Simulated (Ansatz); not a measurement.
A CCSD(T) single point on `C[O][Sc]([F])[O]C`.

```yaml
crystal:
  periodic: [false, false, false]
  atoms:
    - {symbol: C, position_ang: [-2.403948, 1.451706, 0.399835]}
    - {symbol: O, position_ang: [-1.447359, 0.475234, 0.627448]}
    - {symbol: Sc, position_ang: [-0.116572, -0.800604, 0.877473]}
    - {symbol: F, position_ang: [-0.291099, -2.048254, 2.249925]}
    - {symbol: O, position_ang: [1.387179, -0.849701, -0.216631]}
    - {symbol: C, position_ang: [2.490386, -0.853763, -1.055188]}
    - {symbol: H, position_ang: [-3.081811, 1.547243, 1.256696]}
    - {symbol: H, position_ang: [-3.008965, 1.209031, -0.482191]}
    - {symbol: H, position_ang: [-1.937110, 2.428853, 0.225237]}
    - {symbol: H, position_ang: [2.187377, -0.971332, -2.102724]}
    - {symbol: H, position_ang: [3.048884, 0.086650, -0.973730]}
    - {symbol: H, position_ang: [3.173030, -1.675072, -0.806150]}
basis:
  gaussian: {orbitals: def2-SVP}
correlation: {method: ccsd_t}
```

```sh
$ ansatz run in.yaml --threads 4 --pin off --events-out ev --progress --plain --max-ram 11315MiB
```

Log, shortened:

```
Functional definition: HF
1332 factors; integrals over basis functions are off by at most 1.5e-3 eV
mean field evaluation 1: about -29599.2511 eV, gradient 5.9e1 eV
mean field evaluation 2: about -29599.3889 eV, gradient 5.9e1 eV
mean field evaluation 4: about -29606.2047 eV, gradient 3.2e0 eV
mean field evaluation 8: about -29606.2685 eV, gradient 3.3e-1 eV
mean field -29606.26880902 eV, -1088.0103108817 hartree, gradient 2.4e-6 eV, S^2 0.000000; 0 other end points of the search recorded, 0 dependent functions left out
10 core orbitals not correlated: weight in the atoms' cores, before any rotation towards them, 1.000 or more for the frozen orbitals, at most 0.000 for the correlated occupied ones
reference -29606.26880902 eV, -1088.0103108817 hartree; 22, 22 occupied and 99, 99 virtual orbitals, 1332 factors
second order -28.88096244 eV of doubles, -0.00000000 eV of singles
cycle   1  -29.22454469 eV  change   -3.4e-1 eV  update   1.5e-1
cycle   2  -29.92689631 eV  change   -7.0e-1 eV  update   5.7e-2
cycle   3  -30.17360873 eV  change   -2.5e-1 eV  update   2.9e-2
cycle   4  -30.17988947 eV  change   -6.3e-3 eV  update   7.7e-3
cycle   5  -30.16858131 eV  change    1.1e-2 eV  update   3.0e-3
cycle   6  -30.16855128 eV  change    3.0e-5 eV  update   9.8e-4
cycle   7  -30.16843307 eV  change    1.2e-4 eV  update   3.3e-4
cycle   8  -30.16824578 eV  change    1.9e-4 eV  update   1.2e-4
cycle   9  -30.16826815 eV  change   -2.2e-5 eV  update   4.4e-5
perturbative correction -0.75537020 eV, -0.0277593427 hartree
Total energy: -29637.19244737 eV, -1089.1467336301 hartree
```

It took 26 s on 4 threads of an Arm Neoverse V2 on a shared host, with 1 GiB of host memory at the peak.

Correlation energy per correlated electron: -0.703 eV. T1 diagnostic: 0.0155.
